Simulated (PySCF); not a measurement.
SMILES C[Si](O)(O)[SiH2]B(O)O (CH₉BO₄Si₂) (GFN2-xTB optimised geometry):

```
17

Si    -0.169    -1.006     0.000
C      1.742    -1.006     0.000
O     -0.709    -1.703     1.394
O     -0.671    -2.079    -1.142
Si    -1.258     1.034     0.000
B     -2.182     1.295     1.731
O     -2.801     2.469     1.990
O     -2.222     0.343     2.701
H      2.148    -2.016    -0.010
H      2.135    -0.489    -0.870
H      2.138    -0.504     0.877
H     -0.616    -2.648     1.503
H     -0.513    -1.910    -2.065
H     -0.266     2.079    -0.331
H     -2.148     1.092    -1.181
H     -3.222     2.517     2.852
H     -1.772    -0.483     2.497
```

Calculation: PySCF with B3LYP/def2-SVP.

What are the frontier orbital energies and the dipole moment?

HOMO-2 -8.51 eV, HOMO-1 -8.05 eV, HOMO -7.05 eV, LUMO -0.27 eV, LUMO+1 0.47 eV; dipole moment 2.31 D.

On the same geometry PBE/def2-SVP run with PySCF 2.14.0 gives HOMO-2 -7.13 eV, HOMO-1 -6.86 eV, HOMO -5.98 eV, LUMO -0.94 eV, LUMO+1 -0.21 eV; dipole moment 2.29 D.

Meta-Löwdin charges at B3LYP/def2-SVP: Si1 1.06, C2 -0.56, O3 -0.72, O4 -0.72, Si5 0.16, B6 0.25, O7 -0.47, O8 -0.49, H9 0.11, H10 0.11, H11 0.11, H12 0.33, H13 0.33, H14 -0.09, H15 -0.08, H16 0.32, H17 0.33.
